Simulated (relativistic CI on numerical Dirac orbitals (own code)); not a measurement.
## Radial parameters of Tb¹⁴⁺

Method of calculation: Dirac-Coulomb-Breit CI, orbitals from a KLI potential per configuration, model QED (radiative potential, 1s self-energy scaled to tabulated hydrogen-like ionisation energies), unscaled Slater integrals (own radial code, finite nucleus).

Slater integrals F^k, G^k are unscaled and averaged over j, outside the closed core [Kr] 4d10; ζ comes from projecting the Hamiltonian with its Breit term on Σ l·s of the shell.

- 4f⁵: F^2(4f,4f) = 154310, F^4(4f,4f) = 98861, F^6(4f,4f) = 71740, ζ(4f) = 2228 cm⁻¹; <r>(4f) = 0.652, <r^2>(4f) = 0.501 (bohr units).
- 4f³5s²: F^2(4f,4f) = 160160, F^4(4f,4f) = 102840, F^6(4f,4f) = 74702, ζ(4f) = 2444.3 cm⁻¹; <r>(4f) = 0.6319, <r^2>(4f) = 0.4696 (bohr units).
- 4f³5s5p: F^2(4f,4f) = 160470, F^4(4f,4f) = 103060, F^6(4f,4f) = 74865, ζ(4f) = 2469.1, G^3(4f,5s) = 30490, F^2(4f,5p) = 71608, G^2(4f,5p) = 26559, G^4(4f,5p) = 23461, G^1(5s,5p) = 119260, ζ(5p) = 49337 cm⁻¹; <r>(4f) = 0.631, <r^2>(4f) = 0.468, <r>(5s) = 1.083, <r^2>(5s) = 1.305, <r>(5p) = 1.163, <r^2>(5p) = 1.507 (bohr units).

Averages of the first 6 configurations, taken without configuration mixing, which lowers the lowest level and can move excited configurations by several eV; other configurations of the list can lie among them:

| Configuration | Parity | States | Average energy above the lowest level (eV) |
| --- | --- | --- | --- |
| 4f⁵ | odd | 2002 | 11.3 |
| 4f³5s² | odd | 364 | 7.8 |
| 4f³5s5p | even | 4368 | 38.8 |
| 4f⁴5p | odd | 6006 | 39.6 |
| 4f³5p² | odd | 5460 | 73.9 |
| 4f⁴5d | even | 10010 | 86.4 |
